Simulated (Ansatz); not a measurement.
Reactions of CH6F2GeSi (`C[Si](F)(F)[GeH3]`).

Isolated molecules relaxed with PBE0-D4/def2-TZVP in Ansatz; ΔE leaves out vibrations. CCSD(T)/CBS adds triple-zeta CCSD(T) − MP2 to the extrapolated MP2 energy (def2 sets, frozen cores). This one scheme is used for every species. Triplets are unrestricted, without spin–orbit coupling. For Ge outer-core shells are correlated without core-valence functions, which leaves a few kJ/mol of doubt a bond. Scalar relativity is left out up to krypton. Each species was taken in one conformer, which may not be the lowest.

Question: Order these by ΔE at CCSD(T)/CBS, lowest first. (An estimate is asked.)
A. `C[Si](F)(F)[GeH3]` → `[CH2]` (triplet) + `F[SiH](F)[GeH3]`
B. `C[Si](F)(F)[GeH3]` + `N=C=O` → `C[Si](F)(F)N=C=O` + GeH₄
C. `C[Si](F)(F)[GeH3]` + `[SiH3][SiH2][GeH3]` → `C[Si](F)(F)[SiH3]` + `[GeH3][SiH2][GeH3]`
D. `C[Si](F)(F)[GeH3]` + H₂ → `C[SiH](F)[GeH3]` + H–F
E. `C[Si](F)(F)[GeH3]` + H₂ → `C[SiH](F)F` + GeH₄
F. `C[Si](F)(F)[GeH3]` + `N=CF` → `N=[C](F)[GeH3]` + `C[SiH](F)F`
G. `C[Si](F)(F)[GeH3]` + `O[SiH2]C#C[SiH3]` → `O[SiH2]C#[C][GeH3]` + `C[Si](F)(F)[SiH3]`
H. `C[Si](F)(F)[GeH3]` + H–F → `F[Si](F)(F)[GeH3]` + CH₄

Answer: H (-1.55 eV), B (-1.09 eV), E (-0.15 eV), C (+0.01 eV), F (+0.23 eV), G (+0.36 eV), D (+1.38 eV), A (+5.12 eV).

Largest T1 diagnostic: 0.018, for `N=C=O`.
